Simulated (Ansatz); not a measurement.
Species: HgBr₂ (charge 0, triplet). The spin state was set by rule; other spins were not relaxed. 
Coordinates optimised at B3LYP-D3(BJ)/def2-TZVP (Ansatz, a program for electronic structure):
```
Hg
Br 1 2.8064
Br 1 2.8064 2 65.49
```
Charge 0, spin multiplicity 3.

Total electronic energies in hartree. Cores are frozen in the correlated levels unless marked. Open shells are spin-unrestricted. Spin-orbit coupling is left out. Frozen are the shells of the preceding noble gas and the d and f shells that filled before the atom's block. Past Kr the def2 sets carry scalar-relativistic core potentials. Basis-set limits of correlation are two-point, X^-3; Hartree-Fock from the larger set. [CCSD(T)-MP2]/basis is that difference in the basis named.

| level | program | energy (Eh) |
|---|---|---|
| PBE/def2-TZVPD | Ansatz | -5301.06117 |
| PBE0-D4/def2-TZVPD | Ansatz + dftd4 | -5301.19617 |
| CAM-B3LYP-D4/def2-TZVPD | Ansatz + dftd4 | -5301.99943 |
| wB97M-V/def2-TZVPD | Ansatz | -5301.41310 |
| wB97X-V/def2-TZVPD | Ansatz | -5301.27400 |
| MP2/def2-TZVPP | Ansatz | -5298.08764 |
| RI-MP2/def2-QZVPPD | Ansatz | -5298.24870 |
| RI-MP2/CBS(def2-TZVPPD,def2-QZVPPD) | Ansatz | -5298.2920 |
| RI-MP2/CBS(def2-TZVPP,def2-QZVPP)+[CCSD(T)-MP2]/def2-TZVPP | Ansatz | -5298.3197 |

Totals of different functionals don't rank their quality; only differences between species are comparable.
